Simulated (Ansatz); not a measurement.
A nudged elastic band was laid between two geometries of AlCl2F + H2 (6 atoms, charge 0, multiplicity 1).

All numbers below come from Ansatz 0.2.0, RKS B3LYP/def2-mTZVP.

| Item | Value |
| --- | --- |
| movable images | 7 |
| climbing image | yes |
| spring | 5.0 eV/Å² |
| optimiser | quadratic models (default) |
| start path | straight line |
| force threshold | 0.05 eV/Å |
| iteration limit | 60 |
| end points | relaxed |

First end point:

```xyz
6
Properties=species:S:1:pos:R:3
Al 0.002 0.304 0.031
F 0.001 0.761 1.609
Cl 1.818 0.130 -0.973
Cl -1.815 0.059 -0.955
H 0.072 -2.333 0.775
H 0.057 -2.004 1.443
```

Last end point:

```xyz
6
Properties=species:S:1:pos:R:3
Al 0.024 -0.651 -0.312
F 0.018 -0.014 1.699
Cl 1.810 0.274 -0.960
Cl -1.807 0.193 -0.945
H 0.059 -2.154 0.142
H 0.033 -0.731 2.307
```

Question: Which bonds break or form, and what moves?

Answer: Bonds broken: H5–H6. Bonds formed: Al1–H5, F2–H6. AlCl2F + H2 becomes AlCl2FH2.

Question: What energy profile does the band end with?

Answer: The forces met the threshold. The highest image is number 5 of 0 to 8, 1.52 eV above the first end and 0.28 eV above the last; the last end lies 1.24 eV above the first. Another band between the same ends (7 images) ends at a top of the same energy, where a vibrational analysis finds 1 clearly imaginary mode. The orbitals stay closed-shell, which can raise the energy where a bond breaks towards radicals; this wasn't checked here.

```csv
image,path coordinate (Å),energy (eV),H5–H6 (Å),Al1–H5 (Å),F2–H6 (Å)
0,0.00,0.00,0.75,2.74,2.77
1,0.33,0.00,0.75,2.42,2.51
2,0.65,0.07,0.75,2.21,2.13
3,0.98,0.34,0.77,2.00,1.77
4,1.31,1.04,0.89,1.80,1.41
5,1.64,1.52,1.20,1.68,1.09
6,2.00,1.39,1.63,1.61,0.97
7,2.36,1.28,2.10,1.58,0.94
8,2.71,1.24,2.59,1.57,0.94
```

Question: What is the geometry of the highest image?

Answer: 
```xyz
6
Properties=species:S:1:pos:R:3:forces:R:3
Al 0.018 -0.396 -0.117 0.00 -0.01 -0.01
F 0.018 0.003 1.732 -0.01 0.00 0.01
Cl 1.830 0.166 -1.002 0.00 0.00 0.00
Cl -1.823 0.087 -0.987 0.00 0.00 0.00
H 0.054 -1.868 0.700 -0.01 0.00 0.00
H 0.038 -1.077 1.605 0.01 0.00 0.00
```

The band took 10 iterations and about 4 core-minutes.

Run time: 2.3 min on 2 threads of Arm Neoverse V1 (shared host), peak memory 0.18 GiB.
